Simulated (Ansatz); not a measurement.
Two isomers of CH4FNO2Si: A = `O[Si@@H]1N[C@H](F)O1`, B = `N[Si]1(F)OCO1`.

Calculated with Ansatz (gas phase, PBE0-D4/def2-TZVP geometries, no zero-point term in ΔE). CCSD(T)/CBS adds triple-zeta CCSD(T) − MP2 to the extrapolated MP2 energy (def2 sets, frozen cores). Functionals use def2-TZVPP. Each species was taken in one conformer, which may not be the lowest.

Which isomer does CCSD(T)/CBS put lower? Give the gap. (An estimate is asked.)

Ansatz gave: B, by 179.2 kJ/mol.

Give E(B) − E(A) in kJ/mol with CCSD/def2-TZVPP, HF/def2-TZVPP, CCSD(T)/def2-TZVPP, PBE-D4, ωB97M-V, r2SCAN-D4, PBE0-D4. (An estimate is asked.)

Computed: CCSD/def2-TZVPP -179.5, HF/def2-TZVPP -183.3, CCSD(T)/def2-TZVPP -177.1, PBE-D4 -159.2, ωB97M-V -172.1, r2SCAN-D4 -172.5, PBE0-D4 -165.5. None reverses the order clearly.

Largest T1 diagnostic: 0.012.

From PBE to PBE0 (25 % exact exchange), in def2-TZVPP and without D4, E(B) − E(A) moves by −6.3 kJ/mol.
